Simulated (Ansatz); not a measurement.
A single point on `C[NH][Ge]([F])([F])[F]`.

```yaml
crystal:
  periodic: [false, false, false]
  atoms:
    - {symbol: C, position_ang: [0.073890, -1.216107, 0.802778]}
    - {symbol: N, position_ang: [0.574804, -0.360342, -0.262538]}
    - {symbol: Ge, position_ang: [-0.248321, 1.149463, -0.715101]}
    - {symbol: F, position_ang: [-1.883503, 0.840942, -1.097334]}
    - {symbol: F, position_ang: [0.521654, 1.849808, -2.067262]}
    - {symbol: F, position_ang: [-0.323166, 2.390903, 0.464871]}
    - {symbol: H, position_ang: [-1.015588, -1.256409, 0.757586]}
    - {symbol: H, position_ang: [0.440371, -2.233979, 0.654271]}
    - {symbol: H, position_ang: [0.362805, -0.883050, 1.805034]}
    - {symbol: H, position_ang: [1.580055, -0.332330, -0.339305]}
basis:
  gaussian: {orbitals: def2-QZVPP}
correlation: {method: mp2}
```

```sh
$ ansatz run in.yaml --threads 4 --pin off --events-out ev --progress --plain --max-ram 11315MiB
```

It prints (some lines left out):

```
Functional definition: HF
3086 factors; integrals over basis functions are off by at most 1.1e-3 eV
mean field evaluation 1: about -67172.1251 eV, gradient 5.3e1 eV
mean field evaluation 2: about -67172.2712 eV, gradient 5.3e1 eV
mean field evaluation 4: about -67176.9664 eV, gradient 4.4e0 eV
mean field evaluation 8: about -67177.0117 eV, gradient 3.8e-1 eV
mean field -67177.01207525 eV, -2468.7096595513 hartree, gradient 1.9e-6 eV, S^2 0.000000; 0 other end points of the search recorded, 0 dependent functions left out
14 core orbitals not correlated: weight in the atoms' cores, before any rotation towards them, 1.000 or more for the frozen orbitals, at most 0.000 for the correlated occupied ones
reference -67177.01207525 eV, -2468.7096595513 hartree; 24, 24 occupied and 456, 456 virtual orbitals, 3086 factors
second order -47.34004288 eV of doubles, -0.00000000 eV of singles
Total energy: -67224.35211813 eV, -2470.4493740390 hartree
```

Hardware: 4 threads of an Arm Neoverse V2 on a shared host. Wall time 35 s, peak host memory 3.2 GiB.
